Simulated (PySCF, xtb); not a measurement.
H3OSi, SMILES [SiH2]=[OH+], charge +1.

xtb with GFN2-xTB at its own geometry gives an orbital gap of 4.52 eV.

Coordinates come from a r2SCAN-D4/def2-TZVP optimisation. The isomer is the one that the SMILES or the coordinates give; other isomers of the formula were not compared.

What does PySCF with B3LYP/def2-TZVPD give? (Estimate from the structure and the level; the computed values follow.)

gap 7.41 eV (levels -16.54 and -9.13 eV).
